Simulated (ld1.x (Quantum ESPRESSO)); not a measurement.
## zinc (Zn), TM: configuration errors across variants

zinc (Zn), norm-conserving Troullier–Martins (Kleinman–Bylander form), made with ld1.x (Quantum ESPRESSO) 7.5 (PBE, scalar-relativistic). Core [Ar], reference 3d9 4s0 4p0 (charge +3). Waves: 4s (bound, empty): rc 1.30 bohr; 4p (bound, empty): rc 2.05 bohr; 3d (bound): rc 1.15 bohr. Local part: the d channel. Core correction: Bessel-smoothed model core inside 0.70 bohr.

All-electron excitation energies from the reference (eV): (1) 3d10 4s2 4p0 -68.865; (2) 3d10 4s1 4p0 -58.977; (3) 3d10 4s0 4p0 -40.534; (4) 3d9 4s2 4p1 -56.621; (5) 3d10 4s0 4p2 -58.307; (6) 3d10 4s1.5 4p0 -64.924; (7) 3d10 4s1 4p1 -63.778.

2 further variants failed, have other tests or another functional or relativity, and are left out.

A true bound ghost makes a file unfit for plane-wave use even where its test errors are small: the radial tests pick states by their node count and pass the ghost by.

Errors AE − PS in meV (a dash: test not solved or not reliable):

```tsv
change	(1)	(2)	(3)	(4)	(5)	(6)	(7)	bound ghosts
base	-79	-147	-217	+13	-86	-111	-91	s, p
core correction Bessel-smoothed model core inside 1.26 bohr	-76	-144	-213	+14	-83	-108	-89	s, p
local potential the p channel	–	-609	-593	-82	-439	-624	-541	s
wave 4p (bound): rc 2.05 bohr becomes 4p (bound): rc 1.62 bohr	-79	-147	-217	+12	-114	-111	-103	s, p
```

**Question.** Give the same row for: wave 3d (bound): rc 1.15 bohr becomes 3d (bound): rc 1.32 bohr.

**Answer.** -138, -193, -242, +7.9, -128, -164, -142; bound ghosts: s, p.
